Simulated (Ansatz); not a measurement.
```yaml
crystal:
  periodic: [false, false, false]
  atoms:
    - {symbol: C, position_ang: [-0.453898, 1.614732, -0.831267]}
    - {symbol: Al, position_ang: [-0.083219, -0.142412, -0.061747]}
    - {symbol: D, position_ang: [1.167957, -0.432341, 1.411195]}
    - {symbol: N, position_ang: [-0.916656, -1.553492, -0.741534]}
    - {symbol: H, position_ang: [-1.129424, 1.567027, -1.689329]}
    - {symbol: H, position_ang: [-0.910055, 2.279724, -0.090118]}
    - {symbol: H, position_ang: [0.466806, 2.106972, -1.161210]}
    - {symbol: H, position_ang: [2.192318, -0.534840, 1.036566]}
    - {symbol: H, position_ang: [0.942322, -1.340145, 1.977385]}
    - {symbol: H, position_ang: [1.174254, 0.406648, 2.113033]}
    - {symbol: H, position_ang: [-0.807378, -2.501137, -0.418417]}
    - {symbol: H, position_ang: [-1.566126, -1.525836, -1.510758]}
basis:
  gaussian: {orbitals: def2-TZVPP}
hamiltonian: {xc: {name: rPW86-PBE}, dispersion: d3bjatm}
output: {forces: true}
```

```sh
$ ansatz run in.yaml --threads 4 --pin off --events-out ev --progress --plain --max-ram 10444MiB
```

Shortened log:

```
Error: YAML parse error: error: line 6 column 16: `D` is not an element symbol (H … Og, case-exact)
 --> <input>:6:16
4 |     - {symbol: C, position_ang: [-0.453898, 1.614732, -0.831267]}
5 |     - {symbol: Al, position_ang: [-0.083219, -0.142412, -0.061747]}
6 |     - {symbol: D, position_ang: [1.167957, -0.432341, 1.411195]}
7 |     - {symbol: N, position_ang: [-0.916656, -1.553492, -0.741534]}
8 |     - {symbol: H, position_ang: [-1.129424, 1.567027, -1.689329]}
```

(1) What is wrong with this run?

Results:

(1) An element symbol is wrong. The program refused the input.
